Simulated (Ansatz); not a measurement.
Program: Ansatz. Geometries: PBE0-D4/def2-TZVP. ΔE: electronic, gas phase. CCSD(T)/CBS adds triple-zeta CCSD(T) − MP2 to the extrapolated MP2 energy (def2 sets, frozen cores). This one scheme is used for every species. DFT in def2-TZVPP. For Br outer-core shells are correlated without core-valence functions, which leaves a few kJ/mol of doubt a bond. Scalar relativity is left out up to krypton. One conformer a species, not always the lowest.

Reaction (formal exchange of groups at a B–Cl bond): `ClBBr` + `S=C=CCl` → `S=C=CBBr` + Cl₂

```
             level  ΔE (kcal/mol)
      CAM-B3LYP-D4           25.1
RPA@PBE/def2-TZVPP           24.9
```

(1) What does CCSD(T)/CBS give? (Estimate.)

Largest T1 diagnostic among the species: 0.015.

## Answers

(1) Ansatz gave: +25.7 kcal/mol. The listed levels differ from it by -0.6, -0.8 kcal/mol.

From PBE to PBE0 (25 % exact exchange), in def2-TZVPP and without D4, ΔE moves by +1.8 kcal/mol. Leaving LDA and LC-ωPBE aside and taking each functional with its dispersion term where it has one, the values, not all of them listed here, spread over 5.2 kcal/mol, from BLYP-D4 to PBE-QIDH. LDA lies +1.0 kcal/mol from PBE without D4. At CCSD(T), def2-SVP lies +6.6 kcal/mol from the extrapolated value and def2-TZVPP +1.3 kcal/mol.
